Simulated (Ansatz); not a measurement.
Frontier orbitals of CH5InO3 (`C[O][In]([OH])[OH]`).

Total charge 0; spin multiplicity 1. Correlated methods include outer-core shells of In, which these sets cover unevenly. In takes the def2 core potential. All single points use the PBE0-D4/def2-TZVP geometry. It is one conformer, not always the lowest. Basis def2-TZVPP, Ansatz.

| functional | HOMO (eV) | LUMO (eV) |
| --- | --- | --- |
| r2SCAN0 | -8.09 | -1.75 |

Problem. Give HOMO and LUMO (eV) with LDA (SPW92), PBE, revPBE, BLYP, r2SCAN, B97M-V, PBE0, B3LYP, r2SCANh, HSE06 (plane-wave form), BHLYP, CAM-B3LYP, LC-ωPBE, ωB97X-V, ωB97M-V, HF. (An estimate is asked.)

Solution. Computed: 
```json
{"functional": "LDA (SPW92)", "HOMO": "-6.46", "LUMO": "-3.12"}
{"functional": "PBE", "HOMO": "-6.27", "LUMO": "-2.81"}
{"functional": "revPBE", "HOMO": "-6.20", "LUMO": "-2.67"}
{"functional": "BLYP", "HOMO": "-6.20", "LUMO": "-2.80"}
{"functional": "r2SCAN", "HOMO": "-6.59", "LUMO": "-2.57"}
{"functional": "B97M-V", "HOMO": "-6.69", "LUMO": "-2.72"}
{"functional": "PBE0", "HOMO": "-7.85", "LUMO": "-1.89"}
{"functional": "B3LYP", "HOMO": "-7.62", "LUMO": "-2.25"}
{"functional": "r2SCANh", "HOMO": "-7.19", "LUMO": "-2.24"}
{"functional": "HSE06 (plane-wave form)", "HOMO": "-7.44", "LUMO": "-2.27"}
{"functional": "BHLYP", "HOMO": "-9.40", "LUMO": "-1.08"}
{"functional": "CAM-B3LYP", "HOMO": "-9.34", "LUMO": "-0.98"}
{"functional": "LC-ωPBE", "HOMO": "-10.67", "LUMO": "0.41"}
{"functional": "ωB97X-V", "HOMO": "-10.34", "LUMO": "0.18"}
{"functional": "ωB97M-V", "HOMO": "-10.28", "LUMO": "-0.03"}
{"functional": "HF", "HOMO": "-11.85", "LUMO": "1.32"}
```

B3LYP here is the variant with VWN-RPA as its local correlation; programs differ in this. LC-ωPBE has ω = 0.4 bohr⁻¹.
